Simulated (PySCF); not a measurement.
CH5FO2Si2. Atoms are numbered in the order given.

```xyz
11

O      1.3053     1.0704     1.2120
C      1.7864     0.9685     0.1150
O      1.2056     0.3606    -0.9268
Si    -0.2942    -0.4676    -0.8335
F      0.0749    -2.0236    -0.5347
Si    -1.6707     0.3535     0.8760
H      2.7773     1.3795    -0.1696
H     -0.8037    -0.3840    -2.2221
H     -3.0701    -0.0829     0.5805
H     -1.6259     1.8416     0.8687
H     -1.2495    -0.2046     2.1862
```
Charge 0, spin multiplicity 1.

Coordinates come from a B3LYP-D3(BJ)/def2-SVP optimisation. The structure was generated by enumeration; whether it is a known compound was not checked. Other conformers were not sampled.

Computed with PySCF with SMD-ωB97X/def2-SVP.

Solvation free energies are E(SMD) − E(gas) at the gas-phase geometry, for 1 M in both phases. In vacuum the dipole moment is 1.66 D.

Computed solvation free energies in water, tetrahydrofuran, N,N-dimethylformamide:
```json
[
 {"solvent": "water", "ΔG(solv) (kcal/mol)": "-0.3", "its non-electrostatic (CDS) part": "6.0", "dipole (D)": "2.28"},
 {"solvent": "tetrahydrofuran", "ΔG(solv) (kcal/mol)": "-2.9", "its non-electrostatic (CDS) part": "0.3", "dipole (D)": "2.04"},
 {"solvent": "N,N-dimethylformamide", "ΔG(solv) (kcal/mol)": "-3.2", "its non-electrostatic (CDS) part": "0.7", "dipole (D)": "2.14"}
]
```
